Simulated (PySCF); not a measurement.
CdI, SMILES [I][Cd+], charge +1.

Coordinates come from a B3LYP-D3(BJ)/def2-TZVP optimisation. The spin state was assumed, not searched. The def2 effective core potentials stand for the cores of Cd, I; spin–orbit coupling is left out.

All values below come from TDA-PBE0/def2-TZVPD (PySCF).

Vertical excitations; the highest root listed may be one member of a degenerate set. The molecule is in vacuum. State labels are in the subgroup C2v.

Task: Give excitation energies, oscillator strengths and character. (Estimate from the structure and the level; the computed values follow.)

Result: 
```
state  symmetry  energy (eV)  λ (nm)      f                                              main pairs
-----  --------  -----------  ------  -----  ------------------------------------------------------
S1           B2         1.46     848  0.002                              HOMO→LUMO (degenerate set)
S2           B1         1.46     848  0.002                            HOMO−1→LUMO (degenerate set)
S3           A1         4.67     265  0.211  HOMO−2→LUMO 67 %, HOMO→LUMO+2 16 %, HOMO−1→LUMO+1 16 %
S4           A2         5.49     226  0.000                    HOMO→LUMO+1 50 %, HOMO−1→LUMO+2 50 %
S5           A1         5.53     224  0.000             HOMO−1→LUMO+1, HOMO→LUMO+2 (degenerate set)
S6           A2         5.53     224  0.000             HOMO−1→LUMO+2, HOMO→LUMO+1 (degenerate set)
S7           A1         7.01     177  1.204  HOMO−1→LUMO+1 31 %, HOMO→LUMO+2 31 %, HOMO−2→LUMO 26 %
S8           B2         7.47     166  0.017                            HOMO→LUMO+3 (degenerate set)
S9           B1         7.47     166  0.017                          HOMO−1→LUMO+3 (degenerate set)
S10          B2         8.03     154  0.176                                      HOMO−2→LUMO+2 92 %
T1           B2         1.03    1205      0                              HOMO→LUMO (degenerate set)
T2           B1         1.03    1205      0                            HOMO−1→LUMO (degenerate set)
T3           A1         2.72     456      0                                        HOMO−2→LUMO 99 %
T4           A1         5.20     238      0                    HOMO→LUMO+2 49 %, HOMO−1→LUMO+1 49 %
```
Triplets are in the Tamm–Dancoff approximation.
